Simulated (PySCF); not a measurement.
H2Te, charge +1, multiplicity 2. Atoms are numbered in the order given.

```xyz
3

Te     0.0000     0.0000    -0.0435
H      0.0000    -1.1829     1.1304
H      0.0000     1.1829     1.1304
```
Charge +1, spin multiplicity 2.

Geometry: PBE0-D3(BJ)/def2-TZVPD. The multiplicity is an assumed one; other spin states were not compared. The def2 effective core potentials stand for the cores of Te; spin–orbit coupling is left out.

Level of theory: PySCF with PBE0-D3(BJ)/def2-TZVPD.

Frequencies are harmonic and unscaled.

Computed harmonic wavenumbers and intensities:
```json
[
 {"mode": "1", "ν (cm⁻¹)": "885", "IR (km/mol)": "1.8", "moving atoms (share of kinetic energy)": "H 99 %"},
 {"mode": "2", "ν (cm⁻¹)": "2136", "IR (km/mol)": "3.2", "moving atoms (share of kinetic energy)": "H 99 %"},
 {"mode": "3", "ν (cm⁻¹)": "2142", "IR (km/mol)": "6.1", "moving atoms (share of kinetic energy)": "H 99 %"}
]
```
